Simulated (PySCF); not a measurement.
Geometry:
| atom | x (Å) | y (Å) | z (Å) |
| --- | --- | --- | --- |
| Si1 | 3.409 | -0.812 | -1.273 |
| Si2 | 2.545 | 1.356 | -1.027 |
| Si3 | 1.845 | 1.622 | 1.198 |
| Si4 | 0.428 | -0.191 | 1.658 |
| C5 | -0.757 | -0.387 | 0.199 |
| C6 | -1.824 | -1.478 | 0.333 |
| C7 | -2.806 | -1.169 | -0.805 |
| C8 | -2.724 | 0.359 | -1.025 |
| C9 | -1.599 | 0.860 | -0.100 |
| H10 | 3.905 | -1.057 | -2.663 |
| H11 | 2.336 | -1.810 | -0.967 |
| H12 | 4.536 | -1.021 | -0.313 |
| H13 | 1.366 | 1.512 | -1.939 |
| H14 | 3.576 | 2.367 | -1.424 |
| H15 | 3.047 | 1.635 | 2.091 |
| H16 | 1.121 | 2.924 | 1.361 |
| H17 | -0.347 | 0.038 | 2.921 |
| H18 | 1.264 | -1.421 | 1.839 |
| H19 | -0.138 | -0.614 | -0.690 |
| H20 | -2.331 | -1.380 | 1.310 |
| H21 | -1.411 | -2.497 | 0.285 |
| H22 | -2.493 | -1.701 | -1.717 |
| H23 | -3.826 | -1.512 | -0.577 |
| H24 | -2.489 | 0.586 | -2.076 |
| H25 | -3.678 | 0.863 | -0.805 |
| H26 | -1.011 | 1.679 | -0.544 |
| H27 | -2.027 | 1.251 | 0.840 |

Geometry: PBE0-D3(BJ)/def2-SVP; GIAO shifts from PySCF, gas phase, non-relativistic, averaged over equivalent atoms.

At CAM-B3LYP/pcSseg-1 (271 basis functions, 3.2 min wall time on 1 thread of an Arm Neoverse N1, shared host):
```
      atoms  δ (ppm)
        Si4    -61.5
        Si1   -105.3
        Si2   -114.2
        Si3   -115.0
      C6/C9     34.3
      C7/C8     26.9
         C5     24.4
    H17/H18     3.79
H10/H11/H12     3.51
    H13/H14     3.38
    H15/H16     3.36
    H21/H26     1.69
    H23/H25     1.67
    H22/H24     1.53
    H20/H27     1.02
        H19     0.51
```

Shifts are taken against calculated references (same method and geometry level): ²⁹Si (343.41 ppm), ¹³C (182.45 ppm), ¹H (31.33 ppm) vs TMS.

**Question.** Predict the values at PBE0/pcSseg-1 on the same geometry.

**Answer.** 
```csv
atoms,δ at PBE0/pcSseg-1,change
Si4,-63.0,-1.5
Si1,-104.8,+0.5
Si2,-116.8,-2.6
Si3,-117.2,-2.2
C6/C9,34.7,+0.4
C7/C8,27.2,+0.3
C5,24.4,+0.0
H17/H18,3.93,+0.14
H10/H11/H12,3.62,+0.11
H13/H14,3.51,+0.13
H15/H16,3.51,+0.15
H21/H26,1.73,+0.04
H23/H25,1.69,+0.02
H22/H24,1.54,+0.01
H20/H27,1.05,+0.03
H19,0.60,+0.09
```

Scale: ²⁹Si (σref 351.99) and ¹³C (σref 184.41) and ¹H (σref 31.27) against TMS (reference shieldings calculated alike).

The largest change is at Si2 (silicon bonded to 2 Si, 2 H). Cost: 271 basis functions, 3 min wall time on 1 thread of an Arm Neoverse N1, shared host. The order of the carbon signals is the same at both levels.
